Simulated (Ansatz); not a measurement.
Cost and result up the ladder for Si₅₁H₅₂, a nanocrystal cut from cubic silicon (103 atoms). The state is a singlet with charge 0. Geometry: r2SCAN-D4/def2-SVP.

Cartesian coordinates in Å:
```
Si -0.024 0.638 5.838
Si 2.384 -2.455 4.126
Si -3.033 -1.084 4.214
Si -0.889 -3.877 2.669
Si 3.103 1.331 3.567
Si -2.238 2.614 3.518
Si 0.792 3.505 1.332
Si 5.284 -1.391 1.967
Si 2.099 -2.943 0.429
Si 2.943 0.731 -0.239
Si 5.141 -2.037 -1.772
Si -0.036 -0.187 2.004
Si -3.175 -1.763 0.427
Si -2.350 1.915 -0.242
Si -0.182 -0.848 -1.816
Si -5.377 0.996 1.972
Si -5.521 0.345 -1.786
Si 2.101 -3.729 -3.228
Si -1.034 -4.536 -1.138
Si -3.324 -2.397 -3.367
Si 3.795 4.420 -0.911
Si 2.812 0.014 -4.026
Si 0.646 2.843 -2.488
Si -2.527 1.309 -4.015
Si -0.466 -1.360 -5.695
Si 1.969 1.866 5.559
Si 4.043 -0.805 3.870
Si -1.306 0.481 3.872
Si 0.861 -2.339 2.337
Si -2.124 -3.227 4.565
Si -4.429 -1.130 2.317
Si -2.273 -3.911 0.764
Si 1.703 1.360 1.671
Si 2.534 5.043 0.976
Si 4.689 2.272 -0.573
Si -0.594 4.242 3.086
Si -3.633 2.539 1.630
Si -0.588 3.445 -0.575
Si 3.859 -1.413 0.097
Si 0.715 -2.998 -1.473
Si 1.557 0.697 -2.152
Si 3.755 -2.112 -3.663
Si -1.425 -0.225 0.094
Si -4.574 -1.786 -1.467
Si -3.777 1.891 -2.114
Si -1.596 -0.831 -3.700
Si -6.793 0.956 0.095
Si -2.416 -4.545 -3.044
Si 2.390 4.390 -2.798
Si 1.527 -0.138 -5.993
Si -0.876 2.966 -4.279
H 0.305 -0.726 6.357
H -0.871 1.321 6.871
H 1.702 -2.348 5.454
H 3.040 -3.803 4.057
H -3.836 -0.666 5.413
H -0.293 -5.239 2.885
H 4.222 2.313 3.367
H -3.039 2.981 4.734
H 5.877 -2.758 2.134
H 6.401 -0.419 1.736
H 2.670 -4.317 0.645
H 5.743 -3.386 -1.513
H 6.256 -1.055 -1.966
H -6.147 1.396 3.198
H -6.386 0.319 -3.014
H 2.775 -4.986 -2.761
H 1.321 -4.061 -4.460
H -0.439 -5.899 -0.927
H -4.219 -2.395 -4.574
H 4.908 5.407 -1.124
H 3.931 0.991 -4.252
H -3.421 1.256 -5.222
H -0.161 -2.823 -5.750
H -1.397 -1.051 -6.830
H 2.886 1.556 6.705
H 1.656 3.327 5.610
H 4.920 -0.773 5.089
H -1.237 -3.226 5.773
H -3.237 -4.203 4.803
H -5.521 -2.143 2.516
H -3.406 -4.875 0.975
H 3.413 5.094 2.189
H 1.947 6.407 0.768
H 5.589 2.273 0.626
H 5.499 1.858 -1.764
H 0.194 4.590 4.310
H -1.276 5.490 2.610
H -4.208 3.902 1.366
H -1.167 4.816 -0.791
H 4.539 -2.502 -4.884
H -5.665 -2.793 -1.233
H -4.348 3.270 -2.281
H -7.905 -0.026 0.308
H -7.395 2.313 -0.117
H -3.531 -5.530 -2.857
H -1.622 -4.962 -4.245
H 1.802 5.752 -3.016
H 3.176 4.020 -4.020
H 1.197 1.225 -6.513
H 2.361 -0.831 -7.029
H -1.537 4.310 -4.198
H -0.187 2.875 -5.603
```

Ansatz on 11 threads of AMD EPYC 7R13 on a shared host and a whole NVIDIA H100 80GB HBM3. Times are rough, and most runs start from the orbitals of an earlier one. PBE0-D4/def2-SVP serves as the yardstick here, not as an exact answer. Differences are given only for rows in sets of like size (and for xTB, whose basis is part of the method), since another set adds its own error. Binding counts from free atoms at the same level (Si triplet, H doublet; other spins of the atoms weren't run), without zero-point energy or a counterpoise term.

B3LYP takes the VWN-RPA correlation. Single mean-field runs in 6-31G, STO-3G, def2-SVP, def2-mTZVP are fitted with def2-universal-jkfit.

```csv
level,functions,wall time
HF/STO-3G,511,7 s
HF/6-31G,767,12 s
B3LYP-D4/6-31G,767,12 s
r2SCAN-D4/def2-mTZVP,1278,13 s
PBE-D4/def2-SVP (with forces),1178,15 s
r2SCAN-D4/def2-SVP (with forces),1178,16 s
PBE0-D4/def2-SVP,1178,19 s
```

Q: Estimate what each level gives for the binding energy per atom (eV).

A: 
| level | binding energy per atom (eV) | difference from PBE0-D4/def2-SVP (eV) |
| --- | --- | --- |
| HF/STO-3G | 3.91 | – |
| HF/6-31G | 2.07 | – |
| B3LYP-D4/6-31G | 3.14 | – |
| r2SCAN-D4/def2-mTZVP | 3.43 | – |
| PBE-D4/def2-SVP (with forces) | 3.50 | 0.00 |
| r2SCAN-D4/def2-SVP (with forces) | 3.49 | -0.01 |
| PBE0-D4/def2-SVP | 3.49 | 0.00 |
